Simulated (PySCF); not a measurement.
Atomic charges by several schemes

C4H9O2PSi.
Structure used (GFN2-xTB), in Å, numbered top down from 1:
```
atom  x, y, z in Å
C1    -3.041    0.698   -1.003
C2    -2.169    0.594   -0.020
C3    -1.412   -0.662    0.300
C4     0.069   -0.416    0.104
O5     0.735   -0.986   -0.721
O6     0.551    0.503    0.916
Si7    2.146    1.010    0.937
P8     3.280   -0.380   -0.368
H9    -3.277   -0.135   -1.644
H10   -3.562    1.618   -1.203
H11   -1.935    1.439    0.612
H12   -1.571   -0.927    1.348
H13   -1.721   -1.484   -0.344
H14    1.998    2.422    0.582
H15    2.480    0.833    2.348
H16    2.942    0.209   -1.573
H17    4.481    0.325   -0.285
```

Density: PBE0/pcSseg-1 (PySCF); schemes: Mulliken, IAO, Hirshfeld and ESP-fitted. The structure is a single GFN2-xTB conformer in the gas phase; no vibrational or solvent corrections.

Question: At which atom do the 4 schemes differ most?

Answer: At C4: from +0.225 (Hirshfeld) to +0.793 e (ESP-fitted), 0.568 e apart.

Question: Do the Mulliken, IAO, Hirshfeld and ESP-fitted schemes agree on where the charge is lowest?

Answer: The schemes don't all agree: Mulliken O6 (-0.579); IAO O6 (-0.581); Hirshfeld O5 (-0.231); ESP-fitted C1 (-0.542).

Question: Do the Mulliken, IAO, Hirshfeld and ESP-fitted schemes agree on where the charge is highest?

Answer: The schemes don't all agree: Mulliken Si7 (+0.645); IAO Si7 (+0.801); Hirshfeld Si7 (+0.354); ESP-fitted C4 (+0.793).

Question: Tabulate the Mulliken, IAO, Hirshfeld and ESP-fitted charges.

Answer: In e:

```csv
atom,environment,Mulliken,IAO,Hirshfeld,ESP-fitted
C1,terminal =CH2 carbon,-0.131,-0.314,-0.100,-0.542
C2,alkene CH carbon,-0.260,-0.131,-0.040,+0.108
C3,sp3 carbon next to a carbonyl,-0.156,-0.311,-0.075,-0.455
C4,carbonyl carbon,+0.480,+0.538,+0.225,+0.793
O5,carbonyl oxygen,-0.418,-0.461,-0.231,-0.509
O6,oxygen singly bound to a carbonyl carbon,-0.579,-0.581,-0.182,-0.439
Si7,oxygen-bound silicon,+0.645,+0.801,+0.354,+0.493
P8,three-coordinate phosphorus,-0.180,-0.045,-0.018,-0.299
H9,vinylic hydrogen,+0.114,+0.148,+0.048,+0.223
H10,vinylic hydrogen,+0.122,+0.156,+0.050,+0.194
H11,vinylic hydrogen,+0.122,+0.152,+0.043,+0.085
H12,methylene hydrogen,+0.161,+0.169,+0.056,+0.148
H13,methylene hydrogen,+0.143,+0.164,+0.055,+0.156
H14,Si–H hydrogen,-0.080,-0.130,-0.076,-0.099
H15,Si–H hydrogen,-0.079,-0.121,-0.075,-0.059
H16,P–H hydrogen,+0.074,+0.007,-0.006,+0.137
H17,P–H hydrogen,+0.022,-0.041,-0.029,+0.064
```

Mean size of the charges over all atoms: ESP-fitted 0.283 e, IAO 0.251 e, Mulliken 0.222 e, Hirshfeld 0.098 e. Each set sums to the total charge, 0, to within 0.001 e. The IAO scheme counts the electrons in orthogonalised intrinsic atomic orbitals, a minimal basis polarised so that it spans the occupied orbitals exactly. The Mulliken scheme gives each basis function's population to the atom it is centred on and halves the overlap population of two atoms between them.

Question: Sum the charges by element, for elements with more than one atom.

Answer: 
```json
{"element": "C", "atoms": "4", "Mulliken": "-0.067", "IAO": "-0.218", "Hirshfeld": "+0.010", "ESP-fitted": "-0.095"}
{"element": "O", "atoms": "2", "Mulliken": "-0.997", "IAO": "-1.042", "Hirshfeld": "-0.412", "ESP-fitted": "-0.948"}
{"element": "H", "atoms": "9", "Mulliken": "+0.599", "IAO": "+0.504", "Hirshfeld": "+0.066", "ESP-fitted": "+0.849"}
```

Question: How many electrons does the Mulliken scheme count on O6?

Answer: Z − q = 8 − (-0.579) = 8.579.

The run behind these numbers computed NMR shieldings as well. The run took 36 s on one thread, Arm Neoverse V1 (aarch64), no GPU, shared host with 32 logical CPUs at a one-minute load of 25, and the process peaked at 0.86 GiB of memory.
